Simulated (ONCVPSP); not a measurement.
**Cutoff test, rhenium (Re), ONCV**

| Quantity | Value |
| --- | --- |
| Element | Re |
| Generator | ONCVPSP 4.0.1 |
| Type | optimised norm-conserving Vanderbilt (ONCV) |
| Functional | BLYP |
| Relativity | scalar-relativistic |
| Frozen core | [Kr] 4d10 4f14 |
| Valence charge | 15 |
| Reference configuration | 5s2 5p6 5d5 6s1.5 6p0.5 |
| Partial waves | 5s+6s: rc 1.80 bohr, ncon 4, nbas 8, qcut 6.6 1/bohr, 3 projectors, debl 2.2 Ha; 5p+6p: rc 1.60 bohr, ncon 4, nbas 9, qcut 10.1 1/bohr, 2 projectors; 5d: rc 1.95 bohr, ncon 3, nbas 8, qcut 7.8 1/bohr, 1 projector |
| Local potential | polynomial inside 1.00 bohr (lpopt 4, dvloc0 0 Ha) |
| Core correction | Teter function, fcfact 4.25, rcfact 1.6 |

Problem. For each optimised wave give the share of its norm inside rc, the residual kinetic energy above qcut (Ha) and the cutoffs (Ha) for errors of 10, 1, 0.1 and 0.01 mHa per electron.

Solution.

| wave | norm inside rc | residual KE | 10 mHa | 1 mHa | 0.1 mHa | 0.01 mHa |
| --- | --- | --- | --- | --- | --- | --- |
| 5s | 0.973 | 8.3e-06 | 10.8 | 15.5 | 18.7 | 22.1 |
| 6s | 0.092 | 1.8e-05 | 7.2 | 15.2 | 19.1 | 25.6 |
| s projector 3 | 0.093 | 8.1e-05 | 12.1 | 17.7 | 21.6 | 34.4 |
| 5p | 0.837 | 2.0e-08 | 22.4 | 30.4 | 36.5 | 41.3 |
| 6p | 0.022 | 3.8e-09 | 6.5 | 22.1 | 30.7 | 37.2 |
| 5d | 0.603 | 4.5e-09 | 12.1 | 16.2 | 19.9 | 22.9 |

The occupied waves need 30 Ha and 37 Ha for 1 and 0.1 mHa.
